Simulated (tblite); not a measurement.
dimethyl carbonate (C₃H₆O₃), singlet, at a GFN2-xTB geometry; GFN1-xTB in tblite 0.6.0.

Input for tblite:
```
$ tblite run mol.xyz --method gfn1 --charge 0 --spin 0 --efield 0,0,0.1 --json tblite.json --no-restart

# file mol.xyz
12

C      2.32517331     0.09994214     0.05033470
O      1.10482066    -0.54437804     0.39359877
C     -0.00225252     0.06041020    -0.03827659
O     -0.04037348     1.07614926    -0.67209545
O     -1.06015611    -0.65053184     0.35332550
C     -2.32406787    -0.12639913    -0.03399431
H      2.33572923     1.12457047     0.42682949
H      3.11149818    -0.48764306     0.51637074
H      2.45383247     0.12126973    -1.03361495
H     -3.06483642    -0.80965771     0.37240314
H     -2.40104093    -0.07929089    -1.12196490
H     -2.46262854     0.87711717     0.37296294
```

Output, abridged:

```
xTB calculator
 | screened Coulomb repulsion
 | Coulomb electrostatics
 |  * isotropic Klopman-Ohno-Mataga-Nishimoto electrostatics
 |  * onsite third-order electrostatics
 | DFT-D3(BJ) dispersion correction
 | Interactions (1)
 | [1] electric field

halogen bonding energy    0.0000000000000E+00 Eh
repulsion energy          1.8706487027081E-01 Eh
dispersion energy        -3.2108102411417E-03 Eh
interaction energy        0.0000000000000E+00 Eh
number of electrons       3.6000000000000E+01 e
integral cutoff           1.9731147476801E+01 bohr

------------------------------------------------------------
  cycle        total energy    energy error   density error
------------------------------------------------------------
      1     -23.17228948276  -2.3356144E+01   4.2667639E-01
      2     -23.70162205770  -5.2933257E-01   2.1061531E-01
      3     -23.70690832035  -5.2862627E-03   1.0716665E-01
      4     -23.70680799414   1.0032621E-04   1.2931980E-02
      5     -23.70736809491  -5.6010077E-04   3.9277218E-03
      6     -23.70746211697  -9.4022057E-05   1.7970134E-03
      7     -23.70748138256  -1.9265596E-05   2.9528750E-04
      8     -23.70748192475  -5.4219194E-07   1.1510574E-04
      9     -23.70748201850  -9.3751787E-08   7.4030961E-06
------------------------------------------------------------

electronic energy        -2.3891336078535E+01 Eh
total energy             -2.3707482018505E+01 Eh

Post processing:
 | Mayer-Wiberg bond orders

[Info] JSON dump of results written to 'tblite.json'
```
